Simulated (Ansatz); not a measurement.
Abridged output of a molecular run in Ansatz:

```
Functional definition: HF
1093 factors; integrals over basis functions are off by at most 1.2e-3 eV
mean field evaluation 1: about -129245.0843 eV, gradient 3.5e1 eV
mean field evaluation 2: about -129245.1578 eV, gradient 3.5e1 eV
mean field evaluation 4: about -129248.0836 eV, gradient 3.6e0 eV
mean field evaluation 8: about -129248.1573 eV, gradient 3.1e-1 eV
mean field -129248.15818174 eV, -4749.7822056306 hartree, gradient 1.7e-6 eV, S^2 0.000000; 0 other end points of the search recorded, 0 dependent functions left out
25 core orbitals not correlated: weight in the atoms' cores, before any rotation towards them, 1.000 or more for the frozen orbitals, at most 0.000 for the correlated occupied ones
reference -129248.15818174 eV, -4749.7822056306 hartree; 23, 23 occupied and 66, 66 virtual orbitals, 1093 factors
second order -26.29900976 eV of doubles, -0.00000000 eV of singles
cycle   1  -25.36746228 eV  change    9.3e-1 eV  update   1.4e-1
cycle   2  -26.09619881 eV  change   -7.3e-1 eV  update   4.5e-2
cycle   3  -26.24629520 eV  change   -1.5e-1 eV  update   2.3e-2
cycle   4  -26.22318844 eV  change    2.3e-2 eV  update   6.8e-3
cycle   5  -26.21898518 eV  change    4.2e-3 eV  update   3.0e-3
cycle   6  -26.22029789 eV  change   -1.3e-3 eV  update   1.1e-3
cycle   7  -26.21967418 eV  change    6.2e-4 eV  update   5.1e-4
cycle   8  -26.21954612 eV  change    1.3e-4 eV  update   2.3e-4
cycle   9  -26.21965767 eV  change   -1.1e-4 eV  update   1.0e-4
cycle  10  -26.21966825 eV  change   -1.1e-5 eV  update   3.9e-5
perturbative correction -0.80855216 eV, -0.0297137439 hartree
Total energy: -129275.18640214 eV, -4750.7754744103 hartree
```

Its atoms:

Z-matrix (Å, degrees):
```
C
Se 1 1.869
Zn 1 2.573 2 62.7
O 1 1.229 2 120.9 3 -0.0
H 1 1.099 2 118.6 3 180.0
Cl 3 2.111 1 154.3 2 -180.0
```

(1) Which basis set was used?
A. def2-SVP
B. def2-SVPD
C. def2-TZVPP
D. cc-pV(Q+d)Z

(2) Write the keys of the input that set method, charge and spin (a neutral closed shell needs none for the last two).

Results:

(1) A. It gives 114 functions.

(2) 
```yaml
correlation: {method: ccsd_t, frozen_orbitals: {C: 1, Cl: 5, H: 0, O: 1, Se: 9, Zn: 9}}
```
